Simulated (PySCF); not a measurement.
Delta-SCF ions had no search for a lower state. Excitations are Tamm–Dancoff values on a coarser integration grid. The basis has no diffuse functions, so Rydberg states are missing or too high.

# C$_{2}$H$_{4}$N$_{2}$, SMILES `[H]/N=C/C=N/[H]` (N–C–C–N torsion 180°) (charge 0, multiplicity 1)

Computed with PySCF with r2SCAN-D4/def2-TZVP.

```yaml
HOMO: -6.78 eV
dipole_moment: 0.000 e·Å
HOMO–LUMO gap: 4.03 eV
LUMO: -2.75 eV
S1 excitation (TDA): 4.25 eV
S1 oscillator strength: 0.003
brightest of the four lowest singlets (TDA): 7.38 eV
T1 excitation (TDA): 3.51 eV
S1–T1 gap (TDA): 0.74 eV
vertical ionisation energy (Delta-SCF): 9.98 eV
total_energy: -5116.92 eV
cost: roughly 6 core-minutes
```

```xyz
8

N      0.6092     1.4033     0.8580
C      0.3697     0.6236    -0.1183
C     -0.3697    -0.6236     0.1183
N     -0.6092    -1.4033    -0.8580
H      1.1281     2.2264     0.5461
H      0.6704     0.7934    -1.1602
H     -0.6704    -0.7934     1.1602
H     -1.1281    -2.2264    -0.5461
```
Charge 0, spin multiplicity 1.
